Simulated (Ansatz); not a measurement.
Se2, multiplicity 3 (the spin of the measured ground state), most abundant isotopes (79.9165 and 79.9165 u). Constants from fifth-degree fits in 1/R to seven points on the lowest solution found; no spin–orbit coupling, no relativity up to Kr; ω_e x_e and α_e move by some per cent with the fit.

Correlated levels freeze the inner cores; with def2 sets outer-core shells near the valence are correlated too.

Run with Ansatz (an electronic-structure program). 

Total energies (hartree; each atom in its lowest state at that level) and vibrational constants (cm⁻¹):

| level | E(Se2) at r_e | E(Se) | ω_e | ω_e x_e |
|---|---|---|---|---|
| PBE/def2-TZVPP | -4802.400785 | -2401.124886 | 375 | 0.85 |
| B3LYP/def2-TZVPP | -4803.185247 | -2401.525648 | 383 | 0.82 |
| wB97M-V/def2-TZVPP | -4802.841406 | -2401.357930 | 419 | 0.75 |
| CCSD(T)/def2-QZVPP | -4800.903522 | -2400.386812 | 395 | 0.92 |

Q: Work out D_e and D₀ in eV.

A: 
D_e = E(Se) + E(Se) − E(molecule), times 27.2114 eV; D₀ = D_e − (ω_e/2 − ω_e x_e/4)/8065.54.
- PBE/def2-TZVPP: D_e = 4.109, zero point 0.023, D₀ = 4.086 eV
- B3LYP/def2-TZVPP: D_e = 3.645, zero point 0.024, D₀ = 3.621 eV
- wB97M-V/def2-TZVPP: D_e = 3.416, zero point 0.026, D₀ = 3.390 eV
- CCSD(T)/def2-QZVPP: D_e = 3.535, zero point 0.024, D₀ = 3.510 eV
No counterpoise correction is made.
